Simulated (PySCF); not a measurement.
**Partial charges of `CC(C)=C(Cl)C(=O)Cl`**

Compound: C5H6Cl2O.
Cartesian coordinates in Å at the GFN2-xTB level; atoms count from 1:
```
atom  x, y, z in Å
C1    -1.2450    1.3198   -0.1586
C2    -0.3030    0.1736   -0.0210
C3    -0.9100   -1.1442    0.3166
C4     1.0321    0.3356   -0.1767
Cl5    1.6879    1.9019   -0.5240
C6     1.9787   -0.7621   -0.0548
O7     1.7179   -1.9159    0.1120
Cl8    3.6747   -0.2760   -0.1643
H9    -1.4110    1.7670    0.8224
H10   -2.2054    0.9793   -0.5381
H11   -0.8449    2.0898   -0.8119
H12   -0.8648   -1.8081   -0.5465
H13   -0.3594   -1.6416    1.1119
H14   -1.9484   -1.0197    0.6109
```

Density: PBE0/pcSseg-1 (PySCF); schemes: Mulliken, IAO, Hirshfeld and ESP-fitted. The structure is a single GFN2-xTB conformer in the gas phase; no vibrational or solvent corrections. GFN2-xTB frequencies show an imaginary mode (32i cm⁻¹), so this geometry is no minimum at that level.

Problem. Tabulate the Mulliken, IAO, Hirshfeld and ESP-fitted charges.

Solution. In e:

```json
{"atom": "C1", "environment": "allylic carbon", "Mulliken": "-0.141", "IAO": "-0.430", "Hirshfeld": "-0.116", "ESP-fitted": "-0.614"}
{"atom": "C2", "environment": "fully substituted alkene carbon", "Mulliken": "-0.322", "IAO": "+0.102", "Hirshfeld": "+0.058", "ESP-fitted": "+0.564"}
{"atom": "C3", "environment": "allylic carbon", "Mulliken": "-0.121", "IAO": "-0.427", "Hirshfeld": "-0.114", "ESP-fitted": "-0.632"}
{"atom": "C4", "environment": "vinylic C–Cl carbon", "Mulliken": "-0.156", "IAO": "-0.122", "Hirshfeld": "-0.023", "ESP-fitted": "-0.382"}
{"atom": "Cl5", "environment": "vinyl chlorine", "Mulliken": "-0.056", "IAO": "-0.016", "Hirshfeld": "-0.013", "ESP-fitted": "-0.029"}
{"atom": "C6", "environment": "acyl halide carbon", "Mulliken": "+0.346", "IAO": "+0.336", "Hirshfeld": "+0.156", "ESP-fitted": "+0.537"}
{"atom": "O7", "environment": "carbonyl oxygen", "Mulliken": "-0.326", "IAO": "-0.372", "Hirshfeld": "-0.190", "ESP-fitted": "-0.416"}
{"atom": "Cl8", "environment": "chlorine bonded to C", "Mulliken": "-0.102", "IAO": "-0.073", "Hirshfeld": "-0.067", "ESP-fitted": "-0.140"}
{"atom": "H9", "environment": "methyl hydrogen", "Mulliken": "+0.155", "IAO": "+0.173", "Hirshfeld": "+0.060", "ESP-fitted": "+0.183"}
{"atom": "H10", "environment": "methyl hydrogen", "Mulliken": "+0.134", "IAO": "+0.157", "Hirshfeld": "+0.055", "ESP-fitted": "+0.187"}
{"atom": "H11", "environment": "methyl hydrogen", "Mulliken": "+0.152", "IAO": "+0.167", "Hirshfeld": "+0.038", "ESP-fitted": "+0.168"}
{"atom": "H12", "environment": "methyl hydrogen", "Mulliken": "+0.155", "IAO": "+0.179", "Hirshfeld": "+0.057", "ESP-fitted": "+0.203"}
{"atom": "H13", "environment": "methyl hydrogen", "Mulliken": "+0.159", "IAO": "+0.178", "Hirshfeld": "+0.048", "ESP-fitted": "+0.212"}
{"atom": "H14", "environment": "methyl hydrogen", "Mulliken": "+0.122", "IAO": "+0.148", "Hirshfeld": "+0.051", "ESP-fitted": "+0.162"}
```

Mean size of the charges over all atoms: ESP-fitted 0.316 e, IAO 0.206 e, Mulliken 0.175 e, Hirshfeld 0.075 e. Each set sums to the total charge, 0, to within 0.001 e. The IAO scheme projects the occupied orbitals on a minimal set of polarised atomic orbitals and counts the electrons in each atom's part of it.

Lowest charge. The schemes don't all agree: Mulliken O7 (-0.326); IAO C1 (-0.430); Hirshfeld O7 (-0.190); ESP-fitted C3 (-0.632).

Highest charge. The schemes don't all agree: Mulliken C6 (+0.346); IAO C6 (+0.336); Hirshfeld C6 (+0.156); ESP-fitted C2 (+0.564).

Problem. How closely do the schemes follow one another over all atoms?

Solution. Correlation coefficient and root-mean-square difference: IAO with Hirshfeld 0.95, 0.159 e; IAO with ESP-fitted 0.93, 0.171 e; Hirshfeld with ESP-fitted 0.89, 0.294 e; Mulliken with Hirshfeld 0.75, 0.140 e; Mulliken with IAO 0.75, 0.161 e; Mulliken with ESP-fitted 0.54, 0.314 e.

Problem. How many electrons does the Hirshfeld scheme count on C1?

Solution. Z − q = 6 − (-0.116) = 6.116.

Problem. Sum the charges by element, for elements with more than one atom.

Solution. 
```
element  atoms  Mulliken     IAO  Hirshfeld  ESP-fitted
      C      5    -0.394  -0.541     -0.039      -0.529
     Cl      2    -0.157  -0.089     -0.080      -0.169
      H      6    +0.877  +1.002     +0.309      +1.114
```
